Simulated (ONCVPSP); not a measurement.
What one change does to a pseudopotential (aluminium, ONCV)

```
Element                 : aluminium (Al)
Generator               : ONCVPSP 4.0.1
Type                    : optimised norm-conserving Vanderbilt (ONCV)
Functional              : PBEsol
Relativity              : scalar-relativistic
Frozen core             : [Ne]
Valence charge          : 3
Reference configuration : 3s2 3p1
Partial waves           : 3s: rc 2.15 bohr, ncon 4, nbas 9, qcut 2.7 1/bohr, 2 projectors, debl 1.5 Ha; 3p: rc 2.85 bohr, ncon 4, nbas 8, qcut 3.4 1/bohr, 2 projectors, debl 2.1 Ha
Local potential         : polynomial inside 1.70 bohr (lpopt 1, dvloc0 -1 Ha)
Core correction         : Teter function fitted to the true core (icmod 2), fcfact 0.75
```

Change: local potential polynomial inside 1.70 bohr (lpopt 1, dvloc0 7 Ha).

Cutoffs: the cutoffs (Ha) at which the residual kinetic energy of the hardest occupied pseudo-wave falls to 1 and 0.1 mHa per electron; they do not see the model core or the augmentation charge, which bear on the density cutoff. Errors are all-electron minus pseudo energies relative to the spin-unpolarised reference configuration.

How do hardness, ghosts and transferability respond?

The potential gets neither clearly harder nor softer (8.4 Ha and 45 Ha → 8.4 Ha and 45 Ha); the lowest positive-energy flag moves from s at 109.7 eV to s at 20.1 eV; of the 4 tests that both files solve, the error grows in 1 and shrinks in 0 by more than 15 % and 0.3 meV (median size 0.4 → 0.4 meV); the range in which the s phases agree narrows (upper end 2.5 → 0.7); neither file shows a bound ghost.

| quantity | base | changed |
| --- | --- | --- |
| cutoff, loose | 8.4 Ha | 8.4 Ha |
| cutoff, tight | 45 Ha | 45 Ha |
| bound ghosts | none | none |
| GHOST(+) flags under 300 eV | s at 109.7 eV | s at 20.1 eV |
| error for 3s2 3p0, meV [ΔE 5.74 eV] | -0.3 | +0.1 |
| error for 3s1 3p0, meV [ΔE 24.91 eV] | +0.5 | +0.8 |
| error for 3s2 3p0.5, meV [ΔE 2.07 eV] | -0.2 | -0.1 |
| error for 3s1 3p2, meV [ΔE 5.12 eV] | -7.3 | -7.3 |
| s: phases at 2.18 bohr within 0.05 rad from the reference energy up to (Ha; the scan ends near 5) | 2.5 | 0.7 |
| p: phases at 2.89 bohr within 0.05 rad from the reference energy up to (Ha; the scan ends near 5) | 3.9 | 3.9 |
| rms error of d²Exc/dni dnj with the model core, mHa | 0.28 | 0.28 |
